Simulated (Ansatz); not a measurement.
Species: Cl₃Ga, SMILES `[Cl][Ga]([Cl])[Cl]` (charge 0, multiplicity 1).

Give a relaxed geometry from r2SCAN-D4/def2-TZVP run with Ansatz (a first-principles code).

the end point of this relaxation (outside a Z-matrix the atoms follow the SMILES, hydrogens last).
Bond lengths (Å): Cl1–Ga2 2.111, Ga2–Cl3 2.111, Ga2–Cl4 2.111. Angles (°): Cl1–Ga2–Cl3 120.0, Cl1–Ga2–Cl4 120.0, Cl3–Ga2–Cl4 120.0.
